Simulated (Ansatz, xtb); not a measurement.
# CH7SiSn: which of two isomers lies lower

Structure I is `[CH3][SnH][SiH3]`, a doublet and structure II is `[SiH3][CH2][SnH2]`, a doublet. Both are isolated molecules in the gas phase, relaxed with PBE0-D3(BJ)/def2-SVP, each in the lowest conformer that the search found.

Estimate E(II) − E(I) at the level CCSD(T)/def2-SVP + ΔMP2/def2-TZVPP.

Calculated at CCSD(T)/def2-SVP + ΔMP2/def2-TZVPP: E(II) − E(I) = +0.308 eV, so structure I lies lower.

How the difference moves with the method:

| level | geometry | E(II) − E(I) (eV) | departure from the last row (eV) | job, with rough time for the two |
| --- | --- | --- | --- | --- |
| GFN2-xTB | GFN2-xTB | +0.520 | +0.212 | optimisation, 0.16 s |
| HF/STO-3G | GFN2-xTB | +0.737 | +0.429 | single point, 1.7 s |
| r2SCAN-D4/def2-SVP | GFN2-xTB | +0.350 | +0.042 | single point, 6 s |
| PBE0-D3(BJ)/def2-SVP | PBE0-D3(BJ)/def2-SVP | +0.377 | +0.069 | optimisation, 59 s |
| HF/def2-SVP | PBE0-D3(BJ)/def2-SVP | +0.297 | −0.011 | part of the CCSD(T) run |
| MP2/def2-SVP | PBE0-D3(BJ)/def2-SVP | +0.261 | −0.046 | part of the CCSD(T) run |
| CCSD(T)/def2-SVP | PBE0-D3(BJ)/def2-SVP | +0.296 | −0.012 | single point |
| CCSD(T)/def2-SVP + ΔMP2/def2-TZVPP | PBE0-D3(BJ)/def2-SVP | +0.308 |  | single point, 38 s |

As drawn, II has 1 C–Si, 1 Sn–H in place of 1 Si–Sn, 1 C–H.

None of the levels shown reverses the order. The largest departure from CCSD(T)/def2-SVP + ΔMP2/def2-TZVPP is that of HF/STO-3G, 0.429 eV. The last row adds to CCSD(T) the change of the MP2 difference between the two basis sets, here +0.012 eV.

With harmonic frequencies from PBE0-D3(BJ)/def2-SVP (ideal gas, rigid rotor, one conformer each, 298.15 K, 1 atm): on the last row, ΔE + ΔZPE = +0.233, ΔH = +0.217, ΔG = +0.255 eV.

Open shells are spin-unrestricted. The correlated steps freeze 10 core orbitals; the filled d shell of Sn is correlated, in a basis made for valence electrons. Atoms past krypton carry core potentials in the def2 sets, other sets are all-electron and non-relativistic, and no spin–orbit term is included. Mirror images aren't counted in ΔG. Programs: Ansatz 0.2.0, xtb 6.7.1; the last row on 2 threads of Intel(R) Xeon(R) Platinum 8488C (Sapphire Rapids) on a shared host.
